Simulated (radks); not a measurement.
Results of a calculation; reference values are marked as such.
Question: These are the eigenvalues of the occupied orbitals of an atom or ion with whole-number occupations (hartree). Code: a radial shooting solver on a logarithmic mesh with Libxc functionals. Model: non-relativistic Kohn-Sham, PBE, spin-polarised, spherical densities, point nucleus.

orbital  eigenvalue
1s        -22.78510
2s         -3.77177

Which element is it, and in what charge state? The configuration may be excited. Open shells, if any, are filled with parallel spins first.

Answer: Z = 8, oxygen, charge +4: O4+ in [He] 2s2. The 1s level, -22.785 hartree, gives Z - s = 6.8 by -(Z - s)^2/2, which with screening narrows Z to a few neighbours, and with so few levels the electron count can be read from the list.
